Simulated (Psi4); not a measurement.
A dimer, CO ··· H2S (SMILES [C-]#[O+] and S); the first 2 atoms form monomer A.

```
5

C      0.5625     0.0000     0.0000
O     -0.5625     0.0000     0.0000
S      1.4734    -2.0426    -1.4097
H      2.3402    -1.1185    -1.8539
H      2.2037    -2.2855    -0.3097
```

Q: What interaction energy does SAPT0/jun-cc-pVDZ, frozen core in Psi4 give, and which attractive term is the largest?

A: Total 34.99 kJ/mol: electrostatics -58.18, exchange 134.65, induction -22.65, dispersion -18.84. The most attractive term is electrostatics.
